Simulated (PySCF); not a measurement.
# Energy of Au²⁺ (gold, charge +2) between two integer charges

The 5d beta orbital of [Xe] 4f14 5d9 is emptied in steps (occupation f), with all orbitals relaxed, ending at [Xe] 4f14 5d8. All numbers are calculated (PySCF 2.14, scalar relativity through the core potential, in def2-SVP with the def2 core potential (60 electrons)). The exact energy is a straight line in f; departures are measured from the line between the end points of the same method.

```csv
f,UHF (eV),LDA (eV),PBE (eV)
1,0.000,0.000,0.000
0.8,0.216,-1.033,-1.010
0.6,0.314,-1.559,-1.522
0.4,0.304,-1.569,-1.529
0.2,0.197,-1.051,-1.023
0,0.000,0.000,0.000
```

| method | E(f=0) − E(f=1) (eV) | −ε at f=1 (eV) | −ε at f=0.4 (eV) |
| --- | --- | --- | --- |
| UHF | 31.041 | 32.438 | 30.742 |
| LDA | 33.299 | 26.892 | 34.562 |
| PBE | 32.937 | 26.661 | 34.182 |

Orbital energy along the path (eV):

```
  f      UHF      LDA      PBE
  1  -32.438  -26.892  -26.661
0.8  -31.815  -29.391  -29.123
0.6  -31.253  -31.951  -31.634
0.4  -30.742  -34.562  -34.182
0.2  -30.275  -37.215  -36.755
  0  -29.847  -39.899  -39.355
```

Reference removal energy between the ground levels: 30 ± 1.6 eV (theoretical estimate listed by NIST; NIST Atomic Spectra Database, ionization energies). The calculation has no spin-orbit coupling. The determinant left behind need not be the lowest term of the ion. UHF lacks correlation.
